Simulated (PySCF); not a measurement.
Compound: 2,3,3-trimethyl-1-pentene, C8H16.
SMILES with atom numbers: `[CH2:1]=[C:2]([CH3:3])[C:4]([CH3:5])([CH3:6])[CH2:7][CH3:8]` (hydrogens: H9, H10 on C1; H11, H12, H13 on C3; H14, H15, H16 on C5; H17, H18, H19 on C6; H20, H21 on C7; H22, H23, H24 on C8)

The same species was optimised twice, with GFN2-xTB and with PBE0-D3(BJ)/def2-SVP (PySCF), and the same property calculations (PySCF, gas phase) were run on both structures.

```csv
coordinate,GFN2-xTB,PBE0-D3(BJ)/def2-SVP,change
C1=C2 (Å),1.324,1.339,+0.015
C2–C4 (Å),1.521,1.529,+0.008
C7–C8 (Å),1.524,1.520,-0.004
C4–C7 (Å),1.543,1.546,+0.003
C4–C6 (Å),1.532,1.529,-0.003
C4–C5 (Å),1.538,1.537,-0.001
C2–C3 (Å),1.504,1.504,0.000
C4–C7–C8 (°),113.9,115.5,+1.6
C1–C2–C4 (°),123.7,123.1,-0.6
C2–C4–C7 (°),110.5,110.0,-0.5
C5–C4–C6 (°),107.4,107.8,+0.4
C6–C4–C7 (°),109.1,109.5,+0.4
C5–C4–C7 (°),108.5,108.2,-0.3
C1–C2–C3 (°),119.4,119.8,+0.4
C3–C2–C4 (°),116.8,117.2,+0.4
C1–C2–C4–C5 (°),118,117,-1
C2–C4–C7–C8 (°),57,58,+1
```

Rotational constants: A = 2115, B = 1772, C = 1596 MHz (GFN2-xTB) against A = 2092, B = 1762, C = 1578 MHz (PBE0-D3(BJ)/def2-SVP). Point groups within 0.08 Å: C1 and C1. Atoms that the bonding makes alike are paired by their places after alignment.

On the GFN2-xTB structure: HOMO (eV) -7.08 [PBE0/pcSseg-1]; LUMO (eV) 0.67 [PBE0/pcSseg-1]; dipole (D) 0.47 [PBE0/pcSseg-1]; GIAO shielding of C1 (ppm) 69.4 [PBE0/pcSseg-1]; GIAO shielding of C2 (ppm) 26.0 [PBE0/pcSseg-1]; GIAO shielding of C3 (ppm) 164.4 [PBE0/pcSseg-1]; GIAO shielding of C4 (ppm) 145.7 [PBE0/pcSseg-1]; GIAO shielding of C5/C6 (mean) (ppm) 157.2 [PBE0/pcSseg-1]; GIAO shielding of C7 (ppm) 150.4 [PBE0/pcSseg-1]; GIAO shielding of C8 (ppm) 175.8 [PBE0/pcSseg-1].

Question: What do these properties become on the PBE0-D3(BJ)/def2-SVP structure?

Answer: 
| property | level | on GFN2-xTB | on PBE0-D3(BJ)/def2-SVP | change |
| --- | --- | --- | --- | --- |
| HOMO (eV) | PBE0/pcSseg-1 | -7.08 | -7.03 | +0.05 |
| LUMO (eV) | PBE0/pcSseg-1 | 0.67 | 0.58 | -0.09 |
| dipole (D) | PBE0/pcSseg-1 | 0.47 | 0.49 | +0.02 |
| energy, GFN2-xTB geometry as zero (kcal/mol) | PBE0/pcSseg-1 | 0.0 | -0.8 | -0.8 |
| GIAO shielding of C1 (ppm) | PBE0/pcSseg-1 | 69.4 | 65.2 | -4.2 |
| GIAO shielding of C2 (ppm) | PBE0/pcSseg-1 | 26.0 | 23.5 | -2.5 |
| GIAO shielding of C3 (ppm) | PBE0/pcSseg-1 | 164.4 | 162.9 | -1.5 |
| GIAO shielding of C4 (ppm) | PBE0/pcSseg-1 | 145.7 | 144.7 | -1.0 |
| GIAO shielding of C5/C6 (mean) (ppm) | PBE0/pcSseg-1 | 157.2 | 155.3 | -1.9 |
| GIAO shielding of C7 (ppm) | PBE0/pcSseg-1 | 150.4 | 148.6 | -1.8 |
| GIAO shielding of C8 (ppm) | PBE0/pcSseg-1 | 175.8 | 174.0 | -1.8 |

The heavy atoms differ by 0.025 Å rms after alignment (one structure mirrored). Among bonds between heavy atoms C1=C2 changes most (+0.015 Å). Changes are differences of the printed values. Neither structure is proved a minimum here.

Conformer computed: `[CH2:1]=[C:2]([CH3:3])[C:4]([CH3:5])([CH3:6])[CH2:7][CH3:8]`: C1–C2–C4–C5 117°, C2–C4–C7–C8 58°.
